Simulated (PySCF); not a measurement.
Delta-SCF ions had no search for a lower state. 

Cartesian coordinates (Å):
```xyz
10

C      1.5490     0.3593    -0.4042
C      0.7859    -0.1142     0.5774
Si    -1.0288    -0.4509     0.3706
O     -1.5733     0.0702    -1.0963
H      2.6091     0.5577    -0.2731
H      1.1416     0.5622    -1.3910
H      1.2497    -0.3058     1.5450
H     -1.7672     0.2130     1.4833
H     -1.3073    -1.9074     0.4103
H     -1.6587     1.0159    -1.2219
```
Charge 0, multiplicity 1.

Question: Estimate the HOMO, HOMO–LUMO gap, LUMO, dipole moment and vertical ionisation energy (Delta-SCF) that PBE0-D4/def2-TZVP run with PySCF returns for this input.

Answer: 
```yaml
HOMO: -7.96 eV
HOMO–LUMO gap: 7.49 eV
LUMO: -0.47 eV
dipole_moment: 1.62 D
vertical ionisation energy (Delta-SCF): 10.11 eV
```
